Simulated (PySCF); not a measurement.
AlH2, SMILES [AlH2+], charge +1.

Geometry: B3LYP-D3(BJ)/def2-TZVPD. The spin state was assumed, not searched. The isomer is the one that the SMILES or the coordinates give; other isomers of the formula were not compared.

Two levels are set side by side: PBE/def2-TZVPD (PySCF) and HF/def2-TZVPD (PySCF). Same geometry, gas phase. Differences are taken from unrounded values.

| quantity | HF | PBE | PBE minus HF |
|---|---|---|---|
| orbital gap (eV) | 14.06 | 5.91 | -8.15 |
| highest occupied level (eV) | -19.30 | -14.92 | 4.38 |
| lowest empty level (eV) | -5.23 | -9.01 | -3.78 |
| mean polarisability (bohr³) | 19.5 | 21.1 | 1.6 |

PBE's occupied levels lie high since its potential decays too fast outside the molecule; exact exchange lowers them and widens the gap. Loosely held outer electrons make PBE densities more polarisable. Differences between two approximate levels are no errors against the true value.
